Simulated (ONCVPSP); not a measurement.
O: ONCV pseudisation with Wu-Cohen, non-relativistic reference atom.

oxygen, optimised norm-conserving Vanderbilt (ONCV), made with ONCVPSP 4.0.1 (Wu-Cohen, non-relativistic). Core [He], reference 2s1 2p5. Waves: 2s: rc 0.80 bohr, ncon 4, nbas 9, qcut 9.1 1/bohr, 2 projectors, debl 2.9 Ha; 2p: rc 1.35 bohr, ncon 5, nbas 8, qcut 11.3 1/bohr, 1 projector; d scattering state at 0.13 Ha: rc 1.45 bohr, ncon 5, nbas 10, qcut 5.8 1/bohr, 2 projectors, debl 2.1 Ha. Local part: polynomial inside 0.70 bohr (lpopt 5, dvloc0 0 Ha). Core correction: none.

All-electron outer shells of the reference configuration (Wu-Cohen, non-relativistic, ld1.x):

| shell | level (eV) | outermost node (bohr) | outermost maximum (bohr) |
| --- | --- | --- | --- |
| 1s | -514.06 | – | 0.13 |
| 2s | -24.23 | 0.28 | 0.87 |
| 2p | -9.42 | – | 0.82 |

What the tests gave:

```
Cutoffs needed           : 42 Ha and 135 Ha (the cutoffs (Ha) at which the residual kinetic energy of the hardest occupied pseudo-wave falls to 1 and 0.1 mHa per electron)
Ghost test               : no bound ghost flagged; no localised positive-energy state flagged
Largest excitation error : +449 meV (all-electron minus pseudo) for 2s2 2p1, out of 4 test configurations
```

Generation and tests took about 6 s on one core of a shared server CPU.
